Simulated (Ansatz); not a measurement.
C3HN, SMILES `C#CC#N` (charge 0, multiplicity 1).

Computed with Ansatz (an electronic-structure program) with PBE0/cc-pVTZ // B3LYP-D3(BJ)/def2-TZVP.

Ansatz 0.2 input:
```yaml
crystal:
  periodic: [false, false, false]
  atoms:
    - { symbol: C, position_ang: [-1.273101, -0.18204, 0.073511] }
    - { symbol: C, position_ang: [-0.084321, -0.012056, 0.041936] }
    - { symbol: C, position_ang: [1.269886, 0.181582, 0.005964] }
    - { symbol: N, position_ang: [2.413013, 0.345026, -0.024403] }
    - { symbol: H, position_ang: [-2.325477, -0.332512, 0.101473] }
basis:
  gaussian: { orbitals: cc-pVTZ }
hamiltonian:
  xc: pbe0
```

Output:

```
Functional definition: PBE0
757 factors; their error is unknown
mean field evaluation 1: about -4606.1609 eV, gradient 4.5e1 eV
mean field evaluation 2: about -4604.2632 eV, gradient 5.3e1 eV
mean field evaluation 4: about -4610.2122 eV, gradient 1.9e0 eV
mean field evaluation 8: about -4610.2213 eV, gradient 1.6e-1 eV
mean field -4610.22131103 eV, -169.4225082600 hartree, gradient 3.1e-5 eV, S^2 0.000000; 0 other end points of the search recorded, 0 dependent functions left out
reference -4610.22133081 eV, -169.4225089872 hartree; 13, 13 occupied and 121, 121 virtual orbitals, 757 factors
Total energy: -4610.22133081 eV, -169.4225089872 hartree
```
